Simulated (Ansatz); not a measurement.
C2H7BN2 can be A, `CC1NB1N`, or B, `NCC1BN1`.

Computed with Ansatz on PBE0-D4/def2-TZVP structures; ΔE is electronic, products minus reactants. CCSD(T)/CBS is the MP2 limit (def2-TZVPP, def2-QZVPP) plus CCSD(T) − MP2 in def2-TZVPP, frozen cores. Functionals use def2-TZVPP. B3LYP here is the variant with VWN-RPA as its local correlation; programs differ in this. One conformer a species, not always the lowest.

A:

```xyz
12

C     1.053   -0.110   -1.433
C    -0.059    0.423   -0.570
N    -1.160   -0.527   -0.233
B    -0.442   -0.027    0.847
N    -0.347    0.001    2.231
H     1.934    0.536   -1.367
H     0.760   -0.165   -2.487
H     1.344   -1.112   -1.113
H    -0.385    1.428   -0.857
H    -2.106   -0.439   -0.563
H    -0.991   -0.480    2.835
H     0.397    0.472    2.711
```

B:

Z-matrix (Å, degrees):
```
C
C 1 1.513
N 1 1.453 2 114.4
H 1 1.097 2 110.5 3 121.6
H 1 1.096 2 109.1 3 -122.0
N 2 1.467 1 118.8 3 160.6
B 2 1.565 1 123.7 3 98.6
H 2 1.094 1 113.1 3 -59.8
H 3 1.014 1 109.7 2 -53.6
H 3 1.013 1 110.3 2 63.3
H 6 1.003 2 135.7 1 70.8
H 7 1.184 2 155.5 1 -76.8
```

Problem. Which isomer does CCSD(T)/CBS put lower? Give the gap. (An estimate is asked.)

Solution. Ansatz gave: A, by 160.5 kJ/mol.

Problem. Give E(B) − E(A) in kJ/mol with B3LYP-D4, CCSD(T)/def2-TZVPP, HF/def2-TZVPP, B2PLYP, MP2/def2-TZVPP, CCSD/def2-TZVPP, ωB97M-V. (Estimate.)

Solution. Computed: B3LYP-D4 166.6, CCSD(T)/def2-TZVPP 160.7, HF/def2-TZVPP 167.4, B2PLYP 166.1, MP2/def2-TZVPP 164.6, CCSD/def2-TZVPP 162.1, ωB97M-V 163.7. None reverses the order clearly.

Largest T1 diagnostic: 0.012.
